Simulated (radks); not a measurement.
The numbers below are computed, except where a source is named.
Question: The bismuth ion Bi65+, [Ar]. Level of theory: non-relativistic Kohn-Sham, PBE, spin-polarised, spherical densities, point nucleus (a radial shooting solver on a logarithmic mesh with Libxc functionals). Every spin shell is full or empty, so the densities are truly spherical. Functionals are evaluated on that one density, not self-consistently. Rank these exchange functionals by their error against the exact value of the orbitals, and give that value: LDA, B88, PBE, revPBE, OPTX, AM05, B86b, G96, TPSS.

Answer: Exact: -182.281 hartree. From best to worst, with 100 (|E| - |E exact|)/|E exact| (equal figures are ties): revPBE -0.03, TPSS +0.14, B86b +0.20, B88 +0.23, PBE -0.34, G96 +0.51, OPTX +0.81, AM05 -5.61, LDA -6.33.
